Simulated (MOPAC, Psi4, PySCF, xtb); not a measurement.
Conformational energy of SMILES [GeH3][SiH2]CBr (CH₇BrGeSi). Scanned: dihedral Ge1–Si2–C3–Br4; all other coordinates were relaxed at GFN2-xTB. Points at φ and −φ are mirror images. Heavy atoms are numbered in the order of the SMILES [GeH3][SiH2]CBr, hydrogens after them in the order of the atoms that carry them; the mirror image has the same energies with the sign of each dihedral reversed.

PM3, restricted, heats of formation // GFN2-xTB (MOPAC); GFN1-xTB // GFN2-xTB (xtb); RKS-B3LYP/3-21G = PySCF with restricted B3LYP/3-21G // GFN2-xTB; MP2/cc-pVTZ = DF-MP2 (frozen core)/cc-pVTZ // GFN2-xTB (Psi4).

Energies relative to the lowest point of each profile, in mEh; the last columns give the difference from MP2:

```csv
φ / °,PM3,GFN1-xTB,RKS-B3LYP/3-21G,MP2/cc-pVTZ,PM3 − MP2/cc-pVTZ,GFN1-xTB − MP2/cc-pVTZ,RKS-B3LYP/3-21G − MP2/cc-pVTZ
-150,0.9,8.0,1.9,3.4,-2.5,4.6,-1.5
-120,1.7,9.7,3.8,5.5,-3.8,4.2,-1.7
-90,0.7,5.7,1.9,2.8,-2.2,2.9,-0.9
-60,0.5,0.0,0.0,0.0,0.5,0.0,0.0
-30,1.9,0.7,1.8,2.2,-0.3,-1.4,-0.3
0,2.7,2.3,3.3,4.3,-1.6,-2.0,-1.0
30,1.9,0.7,1.8,2.2,-0.3,-1.4,-0.3
60,0.5,0.0,0.0,0.0,0.5,0.0,0.0
90,0.7,5.7,1.9,2.8,-2.2,2.9,-0.9
120,1.7,9.7,3.8,5.5,-3.8,4.2,-1.7
150,0.9,8.0,1.9,3.4,-2.5,4.6,-1.5
180,0.0,5.9,0.3,1.3,-1.3,4.6,-1.0
```

PM3 is furthest from MP2/cc-pVTZ at -120 (-3.8 mEh, below); its mean absolute difference over the points is 1.8 mEh.

GFN1-xTB is furthest from MP2/cc-pVTZ at 180 (4.6 mEh, above); its mean absolute difference over the points is 2.7 mEh.

RKS-B3LYP/3-21G is furthest from MP2/cc-pVTZ at -120 (-1.7 mEh, below); its mean absolute difference over the points is 0.9 mEh.
